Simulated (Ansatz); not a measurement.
C26H20⁻, that is tetraphenylethylene with one electron more. The state is a doublet with charge -1. Geometry r2SCAN-D4/def2-SVP, that of the neutral singlet; atoms count from 1.

Cartesian coordinates in Å:
```
C -2.640 -0.089 3.907
C -1.356 -0.635 3.796
C -0.612 -0.451 2.631
C -1.134 0.288 1.551
C -0.342 0.507 0.312
C 0.342 -0.508 -0.313
C 0.132 -1.938 0.032
C -1.163 -2.473 0.175
C -1.349 -3.821 0.481
C -0.245 -4.664 0.655
C 1.046 -4.150 0.502
C 1.233 -2.803 0.183
C 1.344 -0.252 -1.381
C 2.325 0.748 -1.237
C 3.272 0.968 -2.238
C 3.257 0.196 -3.405
C 2.296 -0.809 -3.555
C 1.356 -1.039 -2.548
C -0.342 1.901 -0.203
C -0.174 2.987 0.679
C -0.177 4.300 0.205
C -0.371 4.557 -1.156
C -0.566 3.489 -2.039
C -0.551 2.176 -1.569
C -2.416 0.855 1.687
C -3.165 0.659 2.848
H -3.224 -0.235 4.821
H -0.930 -1.208 4.625
H 0.391 -0.878 2.547
H -2.028 -1.817 0.039
H -2.363 -4.218 0.583
H -0.392 -5.721 0.897
H 1.915 -4.802 0.630
H 2.245 -2.406 0.057
H 2.341 1.352 -0.326
H 4.030 1.746 -2.104
H 3.998 0.371 -4.191
H 2.280 -1.422 -4.462
H 0.610 -1.831 -2.666
H -0.029 2.790 1.745
H -0.030 5.129 0.904
H -0.382 5.587 -1.526
H -0.735 3.681 -3.103
H -0.704 1.343 -2.262
H -2.828 1.447 0.863
H -4.166 1.095 2.929
```

Single mean-field runs in def2-TZVP are fitted with def2-universal-jkfit. The highest occupied level of the charge -1 doublet lies above zero (up to 0.66 eV). By energy differences its removal costs 0.51 eV (vertical, to the charge 0 singlet, at PBE0-D4/def2-TZVP); self-interaction error and the lack of diffuse functions both raise the level.

**Question.** Estimate the Mulliken populations of the heavy atoms from the PBE0/def2-TZVP orbitals of Ansatz.

**Answer.** 
```json
{"atom": "C1", "charge (e)": "-0.12", "spin (α − β)": "0.10"}
{"atom": "C2", "charge (e)": "-0.15", "spin (α − β)": "-0.03"}
{"atom": "C3", "charge (e)": "-0.14", "spin (α − β)": "0.06"}
{"atom": "C4", "charge (e)": "-0.03", "spin (α − β)": "-0.01"}
{"atom": "C5", "charge (e)": "0.16", "spin (α − β)": "0.21"}
{"atom": "C6", "charge (e)": "0.16", "spin (α − β)": "0.21"}
{"atom": "C7", "charge (e)": "-0.03", "spin (α − β)": "-0.01"}
{"atom": "C8", "charge (e)": "-0.14", "spin (α − β)": "0.06"}
{"atom": "C9", "charge (e)": "-0.15", "spin (α − β)": "-0.03"}
{"atom": "C10", "charge (e)": "-0.12", "spin (α − β)": "0.10"}
{"atom": "C11", "charge (e)": "-0.14", "spin (α − β)": "-0.04"}
{"atom": "C12", "charge (e)": "-0.20", "spin (α − β)": "0.07"}
{"atom": "C13", "charge (e)": "-0.03", "spin (α − β)": "-0.01"}
{"atom": "C14", "charge (e)": "-0.14", "spin (α − β)": "0.06"}
{"atom": "C15", "charge (e)": "-0.15", "spin (α − β)": "-0.03"}
{"atom": "C16", "charge (e)": "-0.12", "spin (α − β)": "0.10"}
{"atom": "C17", "charge (e)": "-0.14", "spin (α − β)": "-0.04"}
{"atom": "C18", "charge (e)": "-0.20", "spin (α − β)": "0.07"}
{"atom": "C19", "charge (e)": "-0.03", "spin (α − β)": "-0.01"}
{"atom": "C20", "charge (e)": "-0.20", "spin (α − β)": "0.07"}
{"atom": "C21", "charge (e)": "-0.14", "spin (α − β)": "-0.04"}
{"atom": "C22", "charge (e)": "-0.12", "spin (α − β)": "0.10"}
{"atom": "C23", "charge (e)": "-0.15", "spin (α − β)": "-0.03"}
{"atom": "C24", "charge (e)": "-0.14", "spin (α − β)": "0.06"}
{"atom": "C25", "charge (e)": "-0.20", "spin (α − β)": "0.07"}
{"atom": "C26", "charge (e)": "-0.14", "spin (α − β)": "-0.04"}
```
Mulliken values and Mayer orders depend strongly on the basis.

**Question.** Where does the spin sit?

**Answer.** Summed by element: C 1.04, H -0.04, of 1 unpaired in all. Largest on single atoms: C6 0.21, C5 0.21, C22 0.10.

**Question.** And the Mayer bond orders between bonded heavy atoms (over 0.3)?

**Answer.** C1–C2 1.36 (1.40 Å); C1–C26 1.37 (1.40 Å); C2–C3 1.48 (1.40 Å); C3–C4 1.36 (1.41 Å); C4–C5 0.92 (1.49 Å); C4–C25 1.35 (1.41 Å); C5–C6 1.37 (1.37 Å); C5–C19 0.92 (1.49 Å); C6–C7 0.92 (1.49 Å); C6–C13 0.92 (1.49 Å); C7–C8 1.36 (1.41 Å); C7–C12 1.35 (1.41 Å); C8–C9 1.48 (1.40 Å); C9–C10 1.36 (1.40 Å); C10–C11 1.37 (1.40 Å); C11–C12 1.46 (1.40 Å); C13–C14 1.36 (1.41 Å); C13–C18 1.35 (1.41 Å); C14–C15 1.48 (1.40 Å); C15–C16 1.36 (1.40 Å); C16–C17 1.37 (1.40 Å); C17–C18 1.46 (1.40 Å); C19–C20 1.35 (1.41 Å); C19–C24 1.36 (1.41 Å); C20–C21 1.46 (1.40 Å); C21–C22 1.37 (1.40 Å); C22–C23 1.36 (1.40 Å); C23–C24 1.48 (1.40 Å); C25–C26 1.46 (1.40 Å).
